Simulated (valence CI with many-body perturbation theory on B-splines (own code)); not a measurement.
## Valence orbitals of Ce¹⁶⁺

Computed by valence CI with perturbative core correlation (CI+MBPT): six valence electrons over a frozen Dirac-Fock core [Kr], radial functions for each j: 7 s, 7 p, 8 d, 6 f, 4 g, 1 h, with the one-electron correlation potential Σ1 (screened to all orders), the two-electron term Σ2, the three-electron term Σ3, Breit, model QED; selected single and double excitations, second order for the rest, scaled by the run's own slope (own B-spline code, finite nucleus).

No measured levels were compared; by estimate terms of the open shell hold to 2 to 4 % of their energy, and close levels can change places. Core correlation moves these levels by up to 10000 cm⁻¹, and in measured spectra 5 to 20 % of such shifts remained as error; rates that hang on mixing are uncertain with them. Among the levels kept, up to 1100 cm⁻¹ of a level comes from second order outside the variational space, and about a tenth of that is noise between levels of different J, which matters for small intervals. Only levels of the ground parity were solved; by the run's estimate the other parity begins above the list, which can be wrong where configurations are misplaced.

These are the spectroscopic orbitals of the CI (the correlating ones are not listed), shaped by the core and the other valence electrons. h is the expectation value of the core's Dirac-Fock operator, without the valence repulsion; Σ1 is computed up to l = 3 at one energy for each symmetry, that of its lowest orbital but kept below the first core excitation, so for empty shells it is not the orbital's own correlation shift; Breit and QED include the response of the core.

```tsv
Orbital	h (hartree)	Σ1 (cm⁻¹)	Breit (cm⁻¹)	QED (cm⁻¹)	⟨r⟩ (bohr)
5s1/2	-15.441	-9047	896	731	1.197
6s1/2	-9.6759	-3304	452	368	1.928
7s1/2	-6.6473	-1647	254	208	2.840
5p1/2	-14.437	-8087	1342	-36.2	1.247
6p1/2	-9.1581	-3162	701	-18.3	2.006
7p1/2	-6.3457	-1627	404	-10.4	2.946
5p3/2	-14.109	-7413	795	35.1	1.279
6p3/2	-8.9939	-2969	421	18.9	2.044
7p3/2	-6.2511	-1543	260	11.1	2.992
4d3/2	-22.426	-18830	1507	-267	0.6767
5d3/2	-12.471	-6496	545	-71.2	1.364
6d3/2	-8.1396	-2948	281	-35.4	2.196
4d5/2	-22.253	-18387	658	-177	0.6835
5d5/2	-12.404	-6441	280	-42.4	1.372
6d5/2	-8.1049	-2930	147	-20.9	2.207
4f5/2	-17.694	-34223	-142	-164	0.7221
5f5/2	-10.6	-7002	13.3	-50.2	1.506
4f7/2	-17.666	-32256	-491	-144	0.7246
5f7/2	-10.588	-6847	-114	-42.3	1.508
5g7/2	-9.4339		-30.8	-8.5	1.540
5g9/2	-9.4326		-42.2	-6.7	1.540
```

Among the shells of the start configuration 4d6, Σ1 is largest in size for 4d3/2, where it is 0.38 % of h.

Lowest root of each symmetry, sizes in configuration state functions:

```tsv
J	Parity	Roots	Reference	Variational	Second order	Change by selected CI (cm⁻¹)	Change by second order (cm⁻¹)
0	even	5	9	39883	1004533	-35819	-61
1	even	4	15	35379	2613455	-34701	-219
2	even	8	25	34949	4358188	-35839	-583
3	even	6	23	32931	5368372	-33485	-722
4	even	7	19	32473	5297432	-33817	-782
5	even	2	10	32833	4582316	-35885	-727
6	even	2	6	32737	4047103	-35050	-477
```
